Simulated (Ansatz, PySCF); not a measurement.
Breaking the Al1–Cl4 bond in AlClFH (SMILES [F][AlH][Cl]) (multiplicity 1 held, fragments rigid). Energies count from the point at 2.087 Å.
Geometry at that point (charge 0, multiplicity 1):
```csv
atom,x (Å),y (Å),z (Å)
Al,-0.5612,0.1772,-0.4707
H,-1.7558,-0.3699,-1.3032
F,-0.2159,1.7862,-0.4960
Cl,0.6468,-1.0594,0.6992
```

R- and RO- levels are restricted; in cc, def2 and unpolarised 6-31G sets they are followed outwards from rest. Unrestricted levels (U-) break spin symmetry where that is lower. Active spaces are followed from a long bond inwards. Left out are points that failed, MP2 points that dive below the minimum, coupled-cluster points behind a jump of the amplitudes or a sharp parting from full CI or MRCI, small-basis points behind a change of solution, and semi-empirical points at long bonds. Levels need not reach the same state.

Cores are frozen in the correlated methods. Rows in 3-21G, 6-31G* carry no dispersion term and start afresh at each structure (6-31G* with six Cartesian d functions).

The values were computed with Ansatz (Gaussian orbitals); PySCF for 3-21G rows, 6-31G* rows. Values without a source in brackets are computed.

Energies in kcal/mol.

```
R (Å)  R-HF/3-21G  U-HF/6-31G*  R-r2SCAN/cc-pV(T+d)Z  R-B3LYP/cc-pV(T+d)Z  FIC-NEVPT4(SD) on CASSCF(6,4)/cc-pV(T+d)Z  FIC-MRCISD+Q on CASSCF(6,4)/cc-pV(T+d)Z
-----  ----------  -----------  --------------------  -------------------  -----------------------------------------  ---------------------------------------
1.670        95.0         71.0                  64.8                 65.5                                       67.0                                     66.9
1.879        22.8         12.8                  11.0                 11.6                                       11.7                                     11.6
2.087         0.0          0.0                   0.0                  0.0                                        0.0                                      0.0
2.296         0.4          6.7                   6.8                  6.2                                        6.8                                      6.8
2.505        11.0         21.0                  20.4                 19.1                                       20.7                                     20.8
2.818        33.3         45.9                  43.3                 41.2                                       44.6                                     44.9
3.131        55.7         69.1                  64.2                 61.4                                       66.8                                     67.1
3.653        86.8         88.1                  90.7                 87.4                                       95.1                                     95.3
4.175       109.9         92.8                 107.9                104.6                                      111.0                                    110.8
4.801       129.5         94.0                 119.7                117.0                                      116.9                                    116.6
5.636       146.0     left out                 127.2                125.7                                      118.1                                    117.9
6.679       157.3     left out                 131.0                130.7                                      118.5                                    118.1
```

Doubts at one or more of the structures used: a restricted determinant that unrestricted orbitals would lower (R-HF/3-21G, R-r2SCAN/cc-pV(T+d)Z, R-B3LYP/cc-pV(T+d)Z); a spin-contaminated determinant (U-HF/6-31G*); active orbitals that take no part (FIC-NEVPT4(SD) on CASSCF(6,4)/cc-pV(T+d)Z, FIC-MRCISD+Q on CASSCF(6,4)/cc-pV(T+d)Z).

Ansatz is a first-principles code.
